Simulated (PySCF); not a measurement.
Radial density of Ru (ruthenium, neutral)

UHF, [Kr] 4d6 5s2, high-spin 5D determinant (an excited configuration). Computed with PySCF 2.14 in x2c-QZVPPall, with the spin-free X2C one-electron Hamiltonian (Gaussian nucleus).

| r (bohr) | 4πr²ρ (e/bohr) | 4πr²(ρα − ρβ) |
| --- | --- | --- |
| 0.0330 | 51.87 | -0.0037 |
| 0.0555 | 49.19 | -0.0001 |
| 0.0934 | 68.68 | 0.0826 |
| 0.157 | 53.23 | 0.4213 |
| 0.264 | 50.55 | 0.6669 |
| 0.444 | 38.62 | 0.0191 |
| 0.747 | 13.20 | 1.1898 |
| 1.26 | 11.16 | 3.0084 |
| 2.11 | 2.808 | 1.2434 |
| 3.56 | 0.7320 | 0.0833 |
| 5.98 | 0.09992 | -0.0268 |
| 10.1 | 0.001514 | -0.0008 |

Densities and radii are taken from the X2C orbitals without a picture-change correction, which distorts them close to the nucleus.

Question: Where is the radial spin density 4πr²(ρα − ρβ) most negative, and why is it negative at all?

Answer: Around r = 5.98 bohr, down to -0.0268 e/bohr: exchange with the open shell polarises the paired shells in an unrestricted calculation.
